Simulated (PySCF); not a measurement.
selenium hexafluoride (F₆Se), SMILES F[Se](F)(F)(F)(F)F.

Geometry: B3LYP-D3(BJ)/def2-SVP.

The numbers are results of PBE/def2-TZVP run with PySCF, not measurements.

Symmetry labels are those of the subgroup D2h that the program uses (full group Oh).

Question: List the valence orbital energies around the gap with their symmetry. (Estimate from the structure and the level; the computed values follow.)

Answer: 
| orbital | symmetry | energy (eV) |
|---|---|---|
| HOMO−7 | B2u | -11.42 |
| HOMO−6 | B3u | -11.42 |
| HOMO−5 | B1u | -11.22 |
| HOMO−4 | B2u | -11.22 |
| HOMO−3 | B3u | -11.22 |
| HOMO−2 | B1g | -10.43 |
| HOMO−1 | B2g | -10.43 |
| HOMO | B3g | -10.43 |
| LUMO | Ag | -5.18 |
| LUMO+1 | B1u | 0.12 |
| LUMO+2 | B2u | 0.12 |
| LUMO+3 | B3u | 0.12 |
